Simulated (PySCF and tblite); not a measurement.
Results of a calculation; reference values are marked as such.
C₄H₉Br, numbered as in [CH3:1][CH2:2][CH2:3][CH2:4][Br:5].

Level: PBE0-D3(BJ)/def2-TZVP//PBE0-D3(BJ)/def2-SVP, thermal terms from GFN2-xTB, symmetry numbers and mirror pairs counted. Conformers within 4 kcal/mol (GFN2-xTB free energy) were kept, 7 at most. Couplings: B3LYP/pcSseg-1 with pcJ-1 on H (gas phase; spin-dipole term only for pairs with B, N, F, Si or P). Couplings are for ¹H; a prime marks the second kind of pair between the same two sets of atoms. Codes: tblite and PySCF.

Torsions listed: C1–C2–C3–C4, C2–C3–C4–Br5. Of a mirror pair one member is shown.

```csv
conformer,shape,weight %
1,"-179°, -66°",42.2
2,"-57°, -60°",25.2
3,"180°, 180°",20.8
4,"65°, 178°",11.3
5,"70°, -80°",0.5
```

**Question.** Give the couplings in each conformer and the averages at 298.15 K (pairs that fast motion interchanges averaged).

**Answer.** 
| coupling | pairs | 1 | 2 | 3 | 4 | average (Hz) |
| --- | --- | --- | --- | --- | --- | --- |
| ²J(H1,H1) | 3 | -14.1 | -14.2 | -14.2 | -14.4 | -14.2 |
| ³J(H1,H2) | 6 | 8.3 | 8.4 | 8.2 | 8.4 | 8.3 |
| ²J(H2,H2) | 1 | -14.6 | -15.5 | -14.4 | -15.9 | -14.9 |
| ³J(H2,H3) | 2 | 14.4 | 4.3 | 14.9 | 3.2 | 10.7 |
| ³J(H2,H3′) | 2 | 4.5 | 8.8 | 4.4 | 10.1 | 6.2 |
| ²J(H3,H3) | 1 | -15.9 | -15.9 | -14.1 | -14.6 | -15.4 |
| ³J(H3,H4) | 2 | 3.3 | 4.4 | 15.2 | 15.5 | 7.5 |
| ³J(H3,H4′) | 2 | 9.7 | 9.6 | 5.5 | 5.5 | 8.3 |
| ²J(H4,H4) | 1 | -11.2 | -11.4 | -10.8 | -10.7 | -11.1 |

Spin–orbit effects of the heavy atoms on shieldings are missing.
